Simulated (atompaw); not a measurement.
# Logarithmic derivatives: Sc, PAW (atompaw)

- Element: Sc (Z = 21)
- Generator: atompaw 4.2.0.5
- Type: PAW
- Functional: PBEsol
- Relativity: scalar-relativistic
- Frozen core: [Ar]
- Valence charge: 3
- Reference configuration: 3d1 4s2 4p0
- Partial waves: 4s (bound): rc 2.80 bohr; 4s channel at 1.9 Ry: rc 3.00 bohr; 4p (bound, empty): rc 3.00 bohr; 4p channel at 0.6 Ry: rc 3.00 bohr; 3d (bound): rc 3.00 bohr; 3d channel at 1.05 Ry: rc 2.90 bohr
- Local potential: troulliermartins scheme with l = 3 at -0.5 Ry, radius 2.65 bohr
- Core correction: smooth core density matched at 1.50 bohr
- Augmentation charge: besselshape compensation charge, radius 2.65 bohr; PAW radius 3.00 bohr; waves and projectors: custom polynom2 7 10 vanderbiltortho

The phase is arctan(r·u′/u) with u = r·R(r), unwrapped; energies in Ry, scanned from -2 to 5 Ry. A pole is an energy at which the radial function vanishes at the test radius. The pseudo phase is shifted by a multiple of π to meet the all-electron one at the reference energy, and phase errors are pseudo minus all-electron; the curves can meet again beyond the range given. Levels narrower than the energy grid can be missing from the lists of poles.

Task: For each channel, where are the poles, and over which energies does the pseudopotential scatter like the atom?

Result:

| channel | radius (bohr) | reference energy (Ry) | poles, all-electron | poles, pseudo | unbroken range about the reference energy with phases within 0.05 rad | phase error 1 Ry above the reference energy (rad) |
| --- | --- | --- | --- | --- | --- | --- |
| s | 3.01 | -0.31 | 1.45 | 1.45, 2.38 | below 2.3 | -0.001 |
| p | 3.01 | -0.11 | 2.21 | 1.75, 2.94 | below 1.7 | -0.001 |
| d | 3.01 | -0.24 | -0.03, 3.43 | -0.02, 4.58 | below 1.5 | +0.003 |

Phases in the s channel:

```
E (Ry)  all-electron  pseudo
 -2.00         1.283   1.280
 -1.76         1.254   1.252
 -1.52         1.215   1.214
 -1.28         1.162   1.160
 -1.04         1.081   1.079
 -0.80         0.947   0.946
 -0.56         0.692   0.692
 -0.32         0.165   0.165
 -0.08        -0.573  -0.574
  0.16        -1.035  -1.037
  0.40        -1.259  -1.261
  0.64        -1.382  -1.384
  0.88        -1.460  -1.461
  1.12        -1.514  -1.515
  1.36        -1.557  -1.557
  1.60        -1.591  -1.592
  1.84        -1.623  -1.623
  2.08        -1.652  -1.652
  2.32        -1.682  -1.697
  2.56        -1.713  -4.843
  2.80        -1.750  -4.879
  3.04        -1.795  -4.919
  3.28        -1.855  -4.969
  3.52        -1.942  -5.038
  3.76        -2.084  -5.143
  4.00        -2.358  -5.325
  4.24        -2.922  -5.689
  4.48        -3.660  -6.371
  4.72        -4.093  -7.009
  4.96        -4.302  -7.335
```
